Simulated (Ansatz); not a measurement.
Job for Ansatz (a program for electronic structure): R-BLYP/def2-TZVPP on H3NOSn (SMILES [NH2][Sn][OH]), a point of a torsion scan. Elements past Kr take the def2 small-core potentials; no spin–orbit coupling.

Ansatz 0.2 input:
```yaml
crystal:
  periodic: [false, false, false]
  atoms:
    - {symbol: N, position_ang: [-1.23368705, -0.05022705, 0.19997572]}
    - {symbol: Sn, position_ang: [0.41750323, -1.16457614, 0.73802789]}
    - {symbol: O, position_ang: [1.82441828, -0.04242501, -0.21802742]}
    - {symbol: H, position_ang: [-2.21031284, -0.21945229, 0.39854517]}
    - {symbol: H, position_ang: [-1.18247914, 0.78537475, -0.36788224]}
    - {symbol: H, position_ang: [2.36805060, 0.70567697, 0.00624571]}
basis:
  gaussian:
    orbitals: def2-TZVPP
hamiltonian:
  xc: {name: BLYP}
scf: {lower_state_search: off}
```

It printed:

```
WARN ansatz: RAYON_NUM_THREADS=1 ignored (pool sized by the plan → 1); use --threads N
Functional definition: BLYP
these checks for a lower state are left out or cut short: stability, starts, cluster_reference, orbital_swaps, neighbouring_geometries, increment
integrals: 0.05 GiB planned
871 factors; their error is unknown
mean field: 0.45 GiB planned
mean field evaluation 1: about -9396.5329 eV, gradient 1.1e2 eV
mean field evaluation 2: about -9194.0088 eV, gradient 2.5e2 eV
mean field evaluation 4: about -9412.8751 eV, gradient 5.3e1 eV
mean field evaluation 8: about -9418.1936 eV, gradient 3.4e-1 eV
mean field evaluation 16: about -9418.1860 eV, gradient 7.8e-4 eV
mean field -9418.18601410 eV, -346.1119521425 hartree, gradient 2.4e-6 eV, S^2 0.000000; 0 other end points of the search recorded, 0 dependent functions left out
reference -9418.18631398 eV, -346.1119631626 hartree; 20, 20 occupied and 134, 134 virtual orbitals, 871 factors
Total energy: -9418.18631398 eV, -346.1119631626 hartree
Checks for a lower state left out: stability, starts, cluster_reference, orbital_swaps, neighbouring_geometries, increment
```

Self-consistency was reached.

Cost: around 1.2 core-seconds (rough).
